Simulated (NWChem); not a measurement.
CAuO, doublet; SMILES [O+]#[C-]->[Au]

Computed with NWChem. Spin-unrestricted. In the optimisation the excess spin sits in a' (Cs, its own frame). Structure relaxed at the PBE0/def2-SVP, spin-unrestricted level. The spin multiplicity was typed, not searched, and may not be the lowest. No stability test was run on the SCF state. def2 effective core potentials on Au; no spin-orbit coupling. B3LYP is NWChem's, with the RPA form of VWN correlation. Vertical excitations in the gas phase; the lowest state need not have the same character in each row. Excited states of an open shell can be spin-contaminated.

```json
[
 {"level": "PBE/def2-SVP, TDA", "lowest excitation (eV)": "2.43", "oscillator strength of that lowest state": "0.004", "lowest empty minus highest occupied level, either spin (eV)": "0.88"},
 {"level": "B3LYP/def2-SVP, TDA", "lowest excitation (eV)": "2.48", "oscillator strength of that lowest state": "0.006", "lowest empty minus highest occupied level, either spin (eV)": "2.16"},
 {"level": "LDA (Slater exchange, VWN5)/def2-SVP, TDA", "lowest excitation (eV)": "2.42", "oscillator strength of that lowest state": "0.003", "lowest empty minus highest occupied level, either spin (eV)": "0.70"},
 {"level": "PBE0/def2-SVP, TDA", "lowest excitation (eV)": "2.50", "oscillator strength of that lowest state": "0.007", "lowest empty minus highest occupied level, either spin (eV)": "?"}
]
```

Problem. Complete the blanks.

Solution. 
- PBE0/def2-SVP, TDA, lowest empty minus highest occupied level, either spin (eV): 2.72
